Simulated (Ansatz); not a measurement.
**Worked example: ideal-gas entropy of CBr4 (carbon tetrabromide)**

A singlet with charge 0, relaxed at PBE0-D4/def2-TZVP (Ansatz 0.2.0):

```xyz
5

Br    0.1503   -0.8752    1.7162
C     0.0000    0.0000    0.0000
Br   -1.3131    1.4133    0.1105
Br   -0.5490   -1.2865   -1.3332
Br    1.7118    0.7484   -0.4934
```

Harmonic wavenumbers in cm⁻¹: 125, 125, 186, 186, 186, 278, 685, 685, 685.

Masses in u: Br 79.904, C 12.011. Take T = 298.15 K, p = 1 bar, R = 8.3145 J/(mol K), kT/hc = 207.22 cm⁻¹, rigid rotor and harmonic oscillator.

Work out S° at 298 K.


1. Translation (Sackur–Tetrode): S = R[3/2 ln M + 5/2 ln T − 1.1517] with M = 331.627 gives 181.2 J/(mol K).
2. Rotation: principal moments 795.588, 795.600, 795.620 u Å² give A, B, C = 0.0212, 0.0212, 0.0212 cm⁻¹; the symmetry number is σ = 12; q = (√π/σ)√((kT/hc)³/ABC) = 142737; S = R(ln q + 3/2) = 111.2.
3. Vibration: with u = ν̃/207.22, each mode gives R[u/(eᵘ − 1) − ln(1 − e⁻ᵘ)]; the sum is 64.3, most from 125 cm⁻¹ (12.6), 125 cm⁻¹ (12.6), 186 cm⁻¹ (9.5).
4. Electronic: R ln 1 = 0.0, from the spin multiplicity alone.
5. Sum: 181.2 + 111.2 + 64.3 + 0.0 = 356.7 J/(mol K).

The tabulated value is 358.1 J/(mol K) (CRC Handbook of Chemistry and Physics): the model is off by -1.4.
